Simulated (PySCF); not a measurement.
CH$_{3}$NO, triplet, at a GFN2-xTB geometry (a higher spin typed on purpose: for a closed-shell molecule this is an excited state); MP2/6-31G* (PySCF).

The PySCF input:
```python
from pyscf import gto, scf, mp

mol = gto.M(
    atom='''
N    -1.13722207    0.20028280   -0.10649538
C     0.26362244    0.31632769    0.20402162
O     1.11258508   -0.61146689   -0.09803474
H    -1.48720697   -0.66705586    0.29036450
H    -1.66033283    0.98487706    0.26520907
H     0.62567895    1.27396809   -0.24995774
''',
    basis='6-31g*',
    spin=2,
    verbose=4,
)

mf = scf.UHF(mol)
mf.kernel()

pt = mp.MP2(mf, frozen=3)
pt.kernel()
print('E(MP2) = %.10f' % pt.e_tot)
```

The log (banner, timings and long lists left out):

```
PySCF version 2.14.0

[INPUT] verbose = 4
[INPUT] num. atoms = 6
[INPUT] num. electrons = 24
[INPUT] charge = 0
[INPUT] spin (= nelec alpha-beta = 2S) = 2
[INPUT] symmetry False subgroup None
[INPUT] Mole.unit = angstrom
[INPUT] Symbol           X                Y                Z      unit          X                Y                Z       unit  Magmom
[INPUT]  1 N     -1.137222070000   0.200282800000  -0.106495380000 AA   -2.149038255111   0.378479639461  -0.201247101731 Bohr   0.0
[INPUT]  2 C      0.263622440000   0.316327690000   0.204021620000 AA    0.498174211890   0.597772699716   0.385544985290 Bohr   0.0
[INPUT]  3 O      1.112585080000  -0.611466890000  -0.098034740000 AA    2.102481091477  -1.155504956340  -0.185258809293 Bohr   0.0
[INPUT]  4 H     -1.487206970000  -0.667055860000   0.290364500000 AA   -2.810413863844  -1.260552885186   0.548709381296 Bohr   0.0
[INPUT]  5 H     -1.660332830000   0.984877060000   0.265209070000 AA   -3.137574324324   1.861147909767   0.501172508051 Bohr   0.0
[INPUT]  6 H      0.625678950000   1.273968090000  -0.249957740000 AA    1.182361857405   2.407450781535  -0.472351671315 Bohr   0.0

nuclear repulsion = 68.3480723413028
number of shells = 24
number of NR pGTOs = 93
number of NR cGTOs = 48
basis = 6-31g*
ecp = {}

******** <class 'pyscf.scf.uhf.UHF'> ********
method = UHF
initial guess = minao
damping factor = 0
level_shift factor = 0
DIIS = <class 'pyscf.scf.diis.CDIIS'>
diis_start_cycle = 1
diis_space = 8
diis_damp = 0
SCF conv_tol = 1e-09
SCF conv_tol_grad = None
SCF max_cycles = 50
direct_scf = True
direct_scf_tol = 1e-13
number electrons alpha = 13  beta = 11
Set gradient conv threshold to 3.16228e-05
init E= -169.005420842666

cycle= 1 E= -168.611790020522  delta_E= 0.394  |g|= 0.477  |ddm|= 1.78
cycle= 2 E= -168.699171429514  delta_E= -0.0874  |g|= 0.439  |ddm|= 0.661
cycle= 3 E= -168.777018865471  delta_E= -0.0778  |g|= 0.102  |ddm|= 0.312
cycle= 4 E= -168.799172955552  delta_E= -0.0222  |g|= 0.0574  |ddm|= 0.193
cycle= 5 E= -168.808397073713  delta_E= -0.00922  |g|= 0.0234  |ddm|= 0.162
cycle= 6 E= -168.80979276628  delta_E= -0.0014  |g|= 0.0161  |ddm|= 0.0558
cycle= 7 E= -168.810365437352  delta_E= -0.000573  |g|= 0.00952  |ddm|= 0.0371
cycle= 8 E= -168.810732809918  delta_E= -0.000367  |g|= 0.00644  |ddm|= 0.0359
cycle= 9 E= -168.810908645867  delta_E= -0.000176  |g|= 0.00556  |ddm|= 0.0168
cycle= 10 E= -168.811092740649  delta_E= -0.000184  |g|= 0.00491  |ddm|= 0.0195
cycle= 11 E= -168.811394676757  delta_E= -0.000302  |g|= 0.00387  |ddm|= 0.0383
cycle= 12 E= -168.811647678199  delta_E= -0.000253  |g|= 0.00251  |ddm|= 0.0469
cycle= 13 E= -168.811749010164  delta_E= -0.000101  |g|= 0.00131  |ddm|= 0.0366
cycle= 14 E= -168.811768749679  delta_E= -1.97e-05  |g|= 0.000594  |ddm|= 0.0178
cycle= 15 E= -168.811770826009  delta_E= -2.08e-06  |g|= 0.000301  |ddm|= 0.00603
cycle= 16 E= -168.81177113504  delta_E= -3.09e-07  |g|= 0.000174  |ddm|= 0.00112
cycle= 17 E= -168.811771205616  delta_E= -7.06e-08  |g|= 8.92e-05  |ddm|= 0.000559
cycle= 18 E= -168.81177123742  delta_E= -3.18e-08  |g|= 4.01e-05  |ddm|= 0.000332
cycle= 19 E= -168.81177124239  delta_E= -4.97e-09  |g|= 1.9e-05  |ddm|= 0.00013
cycle= 20 E= -168.811771243351  delta_E= -9.62e-10  |g|= 7.9e-06  |ddm|= 6.02e-05
Extra cycle  E= -168.811771243434  delta_E= -8.31e-11  |g|= 5.31e-06  |ddm|= 1.21e-05
converged SCF energy = -168.811771243434  <S^2> = 2.0133217  2S+1 = 3.008868

******** <class 'pyscf.mp.ump2.UMP2'> ********
nocc = (np.int64(10), np.int64(8)), nmo = (45, 45)
frozen orbitals 3
E(UMP2) = -169.21384523566  E_corr = -0.402073992225984
E(SCS-UMP2) = -169.204188358295  E_corr = -0.392417114860433
E_corr(same-spin) = -0.103928856704709
E_corr(oppo-spin) = -0.298145135521275
E(MP2) = -169.2138452357
```
